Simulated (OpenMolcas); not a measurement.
# C7H14 (methylcyclohexane): the vertical ionisation energy from total energies

C7H14 has 21 atoms, charge 0, and is taken as a singlet. SMILES: `CC1CCCCC1`. Geometry: relaxed at GFN2-xTB. This is a higher conformer, about 7 kJ/mol above the lowest found by a separate search.

```csv
atom,x (Å),y (Å),z (Å)
C,1.4000,-0.2186,-1.4813
C,1.2027,-0.1595,0.0322
C,0.3073,-1.2946,0.5410
C,-1.1546,-1.1058,0.1459
C,-1.6744,0.2375,0.6469
C,-0.8240,1.3746,0.0911
C,0.6384,1.1906,0.4872
H,0.4595,-0.1092,-2.0128
H,1.8422,-1.1714,-1.7655
H,2.0677,0.5774,-1.8044
H,2.1915,-0.2814,0.4926
H,0.6742,-2.2494,0.1575
H,0.3727,-1.3289,1.6317
H,-1.2567,-1.1543,-0.9395
H,-1.7522,-1.9168,0.5686
H,-2.7172,0.3698,0.3496
H,-1.6327,0.2560,1.7388
H,-0.9150,1.4005,-0.9960
H,-1.1859,2.3314,0.4742
H,1.2404,1.9992,0.0668
H,0.7160,1.2529,1.5756
```

Both states at this one shape; open shells run unrestricted unless said. 1 Eh = 27.2114 eV.

```
                           level     program  singlet C7H14 (Eh)  doublet [C7H14]+ (Eh)  HOMO of the first (eV)
                 mPW1PW91/STO-3G  OpenMolcas         -271.910859            -271.569974                   -7.05
mPW1PW91/6-311G** (RICD fitting)  OpenMolcas         -275.199860            -274.830626                   -8.19
```

**Question.** Work out the vertical ionisation energy at each level.

**Answer.** 
1. mPW1PW91/STO-3G: -271.569974 − (-271.910859) = 0.340885 Eh = 9.28 eV; −ε(HOMO) = 7.05 eV.
2. mPW1PW91/6-311G** (RICD fitting): -274.830626 − (-275.199860) = 0.369234 Eh = 10.05 eV; −ε(HOMO) = 8.19 eV.

No measured value is set beside it here; the levels span 9.28 to 10.05 eV. Minimal sets are far from the basis-set limit.
